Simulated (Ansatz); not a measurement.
One change: `[NH2][Al]([NH2])[Cl]` becomes `[BH2][Al]([NH2])[NH2]`.

Ansatz, PBE0-D4/def2-TZVP geometries, multiplicity 1. Each molecule was computed in one conformer, which needn't be the lowest.

```
                                      property  `[NH2][Al]([NH2])[Cl]`
size of the dipole moment (PBE/def2-TZVPP) / D                    2.47
         LUMO energy (ωB97M-V/def2-TZVPP) / eV                    1.42
          HOMO–LUMO gap (PBE0/def2-TZVPP) / eV                    7.18
             HOMO energy (PBE/def2-TZVPP) / eV                   -5.83
             LUMO energy (PBE/def2-TZVPP) / eV                   -0.90
            HOMO energy (PBE0/def2-TZVPP) / eV                   -7.26
```

Problem. Give the same properties after the change, and the shifts. (Estimate.)

Solution. The calculation gave: 
```tsv
property	`[BH2][Al]([NH2])[NH2]`	shift
size of the dipole moment (PBE/def2-TZVPP) / D	1.13	-1.34
LUMO energy (ωB97M-V/def2-TZVPP) / eV	-0.30	-1.72
HOMO–LUMO gap (PBE0/def2-TZVPP) / eV	4.57	-2.61
HOMO energy (PBE/def2-TZVPP) / eV	-5.46	0.37
LUMO energy (PBE/def2-TZVPP) / eV	-3.21	-2.31
HOMO energy (PBE0/def2-TZVPP) / eV	-6.81	0.45
```

With PBE0 the HOMO rises by 0.45 eV and the LUMO falls by 2.16 eV, so the gap narrows by about 2.61 eV. PBE moves the HOMO by 0.37 eV and ωB97M-V by 0.47 eV. The zero-point energy changes by 46.3 kJ/mol with +6 modes. Dipoles are sizes alone; their direction can turn.
